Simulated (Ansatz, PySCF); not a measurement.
C5H7BO, SMILES C=C=C1OCB1C. Atoms are numbered in the order given.

```xyz
14

C      2.8263    -0.6800    -0.0279
C      1.6189    -0.1772    -0.0428
C      0.3719     0.2585    -0.0462
O     -0.0688     1.5771    -0.1971
C     -1.4893     1.2236    -0.0817
B     -1.0730    -0.3089     0.0906
C     -1.7699    -1.6838     0.2612
H      3.3213    -1.0180    -0.9476
H      3.3988    -0.7768     0.9037
H     -2.0437     1.5109    -0.9927
H     -1.9530     1.7307     0.7830
H     -2.5836    -1.6425     1.0055
H     -2.2563    -1.9471    -0.6981
H     -1.0799    -2.5005     0.5211
```

Coordinates come from a B3LYP-D3(BJ)/def2-SVP optimisation. The structure was generated by enumeration, and PubChem lists no compound with its InChIKey, so it may never have been made.

Two levels are set side by side: PBE-D3(BJ)/def2-SVP (Ansatz, an electronic-structure program) and B3LYP-D3(BJ)/def2-SVP (Ansatz). Each level has its own optimised geometry; the coordinates shown are those of the second. Frequencies come from the Hessian of PySCF at each geometry. Differences are taken from unrounded values.

```json
[
 {"quantity": "mean bond length (Å)", "B3LYP-D3(BJ)": "1.280", "PBE-D3(BJ)": "1.287", "PBE-D3(BJ) minus B3LYP-D3(BJ)": "0.007"},
 {"quantity": "bond C1–C2 (Å)", "B3LYP-D3(BJ)": "1.308", "PBE-D3(BJ)": "1.315", "PBE-D3(BJ) minus B3LYP-D3(BJ)": "0.007"},
 {"quantity": "bond C2–C3 (Å)", "B3LYP-D3(BJ)": "1.321", "PBE-D3(BJ)": "1.331", "PBE-D3(BJ) minus B3LYP-D3(BJ)": "0.010"},
 {"quantity": "bond C3–O4 (Å)", "B3LYP-D3(BJ)": "1.398", "PBE-D3(BJ)": "1.404", "PBE-D3(BJ) minus B3LYP-D3(BJ)": "0.005"},
 {"quantity": "bond C3–B6 (Å)", "B3LYP-D3(BJ)": "1.558", "PBE-D3(BJ)": "1.561", "PBE-D3(BJ) minus B3LYP-D3(BJ)": "0.003"},
 {"quantity": "bond O4–C5 (Å)", "B3LYP-D3(BJ)": "1.468", "PBE-D3(BJ)": "1.477", "PBE-D3(BJ) minus B3LYP-D3(BJ)": "0.009"},
 {"quantity": "bond C5–B6 (Å)", "B3LYP-D3(BJ)": "1.597", "PBE-D3(BJ)": "1.599", "PBE-D3(BJ) minus B3LYP-D3(BJ)": "0.002"},
 {"quantity": "bond B6–C7 (Å)", "B3LYP-D3(BJ)": "1.551", "PBE-D3(BJ)": "1.554", "PBE-D3(BJ) minus B3LYP-D3(BJ)": "0.003"},
 {"quantity": "bond C1–H8 (Å)", "B3LYP-D3(BJ)": "1.098", "PBE-D3(BJ)": "1.106", "PBE-D3(BJ) minus B3LYP-D3(BJ)": "0.008"},
 {"quantity": "bond C1–H9 (Å)", "B3LYP-D3(BJ)": "1.098", "PBE-D3(BJ)": "1.106", "PBE-D3(BJ) minus B3LYP-D3(BJ)": "0.008"},
 {"quantity": "bond C5–H10 (Å)", "B3LYP-D3(BJ)": "1.104", "PBE-D3(BJ)": "1.113", "PBE-D3(BJ) minus B3LYP-D3(BJ)": "0.008"},
 {"quantity": "bond C5–H11 (Å)", "B3LYP-D3(BJ)": "1.105", "PBE-D3(BJ)": "1.113", "PBE-D3(BJ) minus B3LYP-D3(BJ)": "0.008"},
 {"quantity": "bond C7–H12 (Å)", "B3LYP-D3(BJ)": "1.103", "PBE-D3(BJ)": "1.111", "PBE-D3(BJ) minus B3LYP-D3(BJ)": "0.007"},
 {"quantity": "bond C7–H13 (Å)", "B3LYP-D3(BJ)": "1.107", "PBE-D3(BJ)": "1.114", "PBE-D3(BJ) minus B3LYP-D3(BJ)": "0.007"},
 {"quantity": "bond C7–H14 (Å)", "B3LYP-D3(BJ)": "1.100", "PBE-D3(BJ)": "1.107", "PBE-D3(BJ) minus B3LYP-D3(BJ)": "0.007"},
 {"quantity": "highest harmonic wavenumber (cm⁻¹)", "B3LYP-D3(BJ)": "3174", "PBE-D3(BJ)": "3105", "PBE-D3(BJ) minus B3LYP-D3(BJ)": "-69"},
 {"quantity": "mean harmonic wavenumber (cm⁻¹)", "B3LYP-D3(BJ)": "1302", "PBE-D3(BJ)": "1266", "PBE-D3(BJ) minus B3LYP-D3(BJ)": "-36"},
 {"quantity": "zero-point energy (kcal/mol)", "B3LYP-D3(BJ)": "67.00", "PBE-D3(BJ)": "65.15", "PBE-D3(BJ) minus B3LYP-D3(BJ)": "-1.86"}
]
```

Exact exchange shortens and stiffens bonds; PBE has none. Differences between two approximate levels are no errors against the true value.
